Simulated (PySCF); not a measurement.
Bonds (- single, = double, # triple, : aromatic): O1-Si2 1.625 Å, Si2-Si3 2.289 Å, Si2-O4 1.634 Å, O4-Si5 1.613 Å. O1 carries H6; Si2 carries H7; Si3 carries H8, H9, H10; Si5 carries H11, H12, H13. Stereochemistry as in O[Si@@H]([SiH3])O[SiH3].

Geometry: GFN2-xTB; GIAO shifts from PySCF 2.14, gas phase, non-relativistic, averaged over equivalent atoms.

At PBE0/pcSseg-1 (146 basis functions, 12 s wall time on 1 thread of an Arm Neoverse V2, shared host):
| atoms | δ (ppm) |
| --- | --- |
| O1 | 61.6 |
| O4 | 57.0 |
| Si2 | -15.1 |
| Si5 | -45.9 |
| Si3 | -126.4 |
| H7 | 5.65 |
| H11/H12/H13 | 5.16 |
| H8/H9/H10 | 3.31 |
| H6 | 2.29 |

Shifts are taken against calculated references (same method and geometry level): H2O for 17O (σref 336.08); 29Si (σref 349.16) and 1H (σref 31.72) against TMS.

Question: Estimate the result of repeating the calculation with PBE0/6-311+G(2d,p).

Answer: 
```
      atoms  δ at PBE0/6-311+G(2d,p)  change
         O1                     58.8    -2.8
         O4                     61.3    +4.3
        Si2                    -15.3    -0.2
        Si5                    -46.6    -0.7
        Si3                   -125.5    +0.9
         H7                     6.03   +0.38
H11/H12/H13                     5.49   +0.33
  H8/H9/H10                     3.62   +0.31
         H6                     1.71   -0.58
```

Scale: 17O (327.81 ppm) against H2O; TMS for 29Si (342.25 ppm) and 1H (31.98 ppm) (reference shieldings calculated alike).

The largest change is at O4 (oxygen bonded to 2 Si). Cost: 207 basis functions, 18 s wall time on 1 thread of an Arm Neoverse V2, shared host.

Experimental scales use liquid or dissolved standards, which lie at an offset from isolated H2O (liquid H2O: subtract about 36 ppm).
